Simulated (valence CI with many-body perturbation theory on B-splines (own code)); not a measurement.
Results of a calculation; reference values are marked as such.
**Pb LXXVII: magnetic and hyperfine properties of the levels**

Level of theory: configuration interaction combined with many-body perturbation theory (CI+MBPT): four valence electrons over a frozen Dirac-Fock core [He], radial functions for each j: 11 s, 11 p, 9 d, 7 f, 5 g, 2 h, 1 i, with the one-electron correlation potential Σ1 (screened to all orders), the two-electron term Σ2, the three-electron term Σ3, Breit, model QED; selected single and double excitations, second order for the rest (own B-spline code, finite nucleus).

No measured spectrum was set against this ion. As an estimate, large intervals hold to a few tenths of a per cent, small ones and those within an open d or f shell to about a per cent. Among the levels kept, up to 340 cm⁻¹ of a level comes from second order outside the variational space, and about a tenth of that is noise between levels of different J, which matters for small intervals.

A/g_I is the dipole constant over the nuclear g factor μ/I (μ in nuclear magnetons, uniformly magnetised nucleus), B/Q the quadrupole constant per barn. Both hold the static response of the core; the bare values leave it out. Large factors of s and p1/2 electrons are usually good to 5 to 10 %; those of open d and f shells near neutrality can be off by tens of per cent, and small factors of p3/2, d and f electrons come from cancelling terms and can be off by a factor of two or in sign, in half-filled shells by more. B is blank for J = 1/2, where it vanishes, and for nearly pure S terms. Energies count from the lowest level. Levels with J = 0 are left out.

Levels are named by their leading jj configuration (3d3/2^4 stands for four electrons in 3d with j = 3/2), which in mixed levels can hold well under half, so a name can repeat and another be missing. Letters in brackets count levels of one name in rising energy.

| Level | E (eV) | g | A/g_I (MHz) | A/g_I bare | B/Q (MHz/b) | B/Q bare |
| --- | --- | --- | --- | --- | --- | --- |
| (2s^2 2p1/2 2p3/2) J=1 | 2285 | 1.461 | -1680000 | -1640000 | 1190000 | 1190000 |
| (2s^2 2p1/2 2p3/2) J=2 | 2303 | 1.122 | 4040000 | 4050000 | 2290000 | 2290000 |
| (2s 2p1/2^2 2p3/2) J=2 | 2645 | 1.472 | 1.03e+07 | 1.02e+07 | 2320000 | 2320000 |
| (2s 2p1/2^2 2p3/2) J=1 | 2746 | 1.111 | -7970000 | -7830000 | 1300000 | 1300000 |
| (2s^2 2p3/2^2) J=2 | 4621 | 1.284 | 1190000 | 1210000 | 90100 | 90200 |
| (2s 2p1/2 2p3/2^2) J=2 [a] | 4899 | 1.539 | 7160000 | 7120000 | 267000 | 267000 |
| (2s 2p1/2 2p3/2^2) J=3 | 4945 | 1.283 | 9190000 | 9140000 | -6970 | -7010 |
| (2s 2p1/2 2p3/2^2) J=1 [a] | 5048 | 1.294 | -1.00e+07 | -9880000 | -548000 | -548000 |
| (2s 2p1/2 2p3/2^2) J=2 [b] | 5055 | 1.035 | -826000 | -758000 | -186000 | -186000 |
| (2s 2p1/2 2p3/2^2) J=1 [b] | 5061 | 1.276 | 2.44e+07 | 2.42e+07 | 325000 | 326000 |
| (2p1/2^2 2p3/2^2) J=2 | 5436 | 1.294 | 1120000 | 1170000 | 86800 | 86900 |
| (2s 2p3/2^3) J=2 | 7304 | 1.432 | 1.04e+07 | 1.03e+07 | -2420000 | -2420000 |
| (2s 2p3/2^3) J=1 | 7404 | 1.140 | -8050000 | -7910000 | -1080000 | -1080000 |
| (2p1/2 2p3/2^3) J=1 | 7742 | 1.461 | -1760000 | -1680000 | -1190000 | -1190000 |
| (2p1/2 2p3/2^3) J=2 | 7760 | 1.113 | 4030000 | 4040000 | -2460000 | -2470000 |
| (2s^2 2p1/2 3s) J=1 | 13310 | 1.290 | 1.19e+07 | 1.18e+07 | -16700 | -16700 |
| (2s^2 2p1/2 3p1/2) J=1 | 13411 | 0.622 | 8290000 | 8270000 | -3920 | -3920 |
| (2s 2p1/2^2 3s) J=1 | 13639 | 1.982 | 2.44e+07 | 2.41e+07 | 5620 | 5620 |
| (2s 2p1/2^2 3p1/2) J=1 | 13753 | 1.317 | 2.08e+07 | 2.06e+07 | -7150 | -7150 |
| (2s^2 2p1/2 3p3/2) J=2 | 14113 | 1.137 | 3440000 | 3440000 | 725000 | 726000 |
| (2s^2 2p1/2 3p3/2) J=1 | 14114 | 1.493 | -2670000 | -2650000 | 365000 | 366000 |
| (2s^2 2p1/2 3d3/2) J=2 | 14186 | 0.735 | 3340000 | 3330000 | 145000 | 146000 |
| (2s^2 2p1/2 3d3/2) J=1 | 14214 | 0.824 | -2900000 | -2890000 | 65400 | 65900 |
| (2s^2 2p1/2 3d5/2) J=2 | 14373 | 1.284 | -1640000 | -1640000 | 148000 | 149000 |
| (2s^2 2p1/2 3d5/2) J=3 | 14378 | 1.086 | 2190000 | 2180000 | 139000 | 140000 |
| (2s 2p1/2^2 3p3/2) J=2 | 14449 | 1.478 | 9340000 | 9260000 | 698000 | 699000 |
| (2s 2p1/2^2 3p3/2) J=1 | 14454 | 1.143 | -9030000 | -8920000 | 370000 | 371000 |
| (2s 2p1/2^2 3d3/2) J=1 | 14521 | 0.475 | -9230000 | -9130000 | 65200 | 65700 |
| (2s 2p1/2^2 3d3/2) J=2 | 14527 | 1.092 | 9560000 | 9470000 | 127000 | 127000 |
| (2s 2p1/2^2 3d5/2) J=3 | 14703 | 1.318 | 6390000 | 6330000 | 132000 | 133000 |
| (2s 2p1/2^2 3d5/2) J=2 | 14722 | 1.038 | -6160000 | -6100000 | 108000 | 109000 |

Task: Take the isotope of mass number 207, with I = 1/2, μ = 0.5906 μN. What is the hyperfine structure of (2s^2 2p1/2 2p3/2) J=1?

Result: From the table A = -1990000 MHz. Shifts from the centre of gravity in MHz: F = 1/2: 1990000, F = 3/2: -995000.
